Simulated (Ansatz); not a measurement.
Total energies of CH6BNO, SMILES `BOCN`.

```xyz
10

B    -0.719    0.116    1.598
O     0.333    0.241    0.779
C     0.421   -0.484   -0.461
N     0.484    0.349   -1.602
H    -1.628   -0.621    1.307
H    -0.713    0.762    2.605
H    -0.443   -1.150   -0.535
H     1.334   -1.080   -0.398
H     1.284    0.967   -1.576
H    -0.354    0.902   -1.717
```

The species carries charge 0 and has multiplicity 1. All single points use the PBE0-D4/def2-TZVP geometry. It is one conformer, not always the lowest. Basis def2-TZVPP, the Gaussian-basis code of Ansatz.

RPA on PBE orbitals: Hartree–Fock energy of these orbitals -195.42218 Eh, correlation -1.19189 Eh (frozen core).

```
functional  energy without D4 (Eh)  D4 term (kJ/mol)
   r2SCANh              -196.52217              -3.4
 CAM-B3LYP              -196.56040             -10.7
```

Give the same for LDA (SPW92), PBE, revPBE, BLYP, r2SCAN, B97M-V, PBE0, B3LYP, r2SCAN0, HSE06 (plane-wave form), BHLYP, LC-ωPBE, ωB97X-V, ωB97M-V, B2PLYP, PBE-QIDH. (An estimate is asked.)

Ansatz gave: 
| functional | energy without D4 (Eh) | D4 term (kJ/mol) |
| --- | --- | --- |
| LDA (SPW92) | -194.97828 | – |
| PBE | -196.39581 | -13.0 |
| revPBE | -196.58118 | -47.8 |
| BLYP | -196.57830 | -29.7 |
| r2SCAN | -196.53156 | -3.3 |
| B97M-V | -196.62109 | – |
| PBE0 | -196.41309 | -10.8 |
| B3LYP | -196.65903 | -20.8 |
| r2SCAN0 | -196.50899 | -3.7 |
| HSE06 (plane-wave form) | -196.40240 | -9.9 |
| BHLYP | -196.53978 | -14.0 |
| LC-ωPBE | -196.52395 | – |
| ωB97X-V | -196.58531 | – |
| ωB97M-V | -196.56105 | – |
| B2PLYP | -196.48931 | – |
| PBE-QIDH | -196.38653 | – |

B3LYP takes the VWN-RPA correlation (the form of Gaussian; ORCA's B3LYP/G). HSE06 is the plane-wave form, built on full-range PBE exchange. The double hybrids freeze the cores in their second-order part.

LC-ωPBE has ω = 0.4 bohr⁻¹.
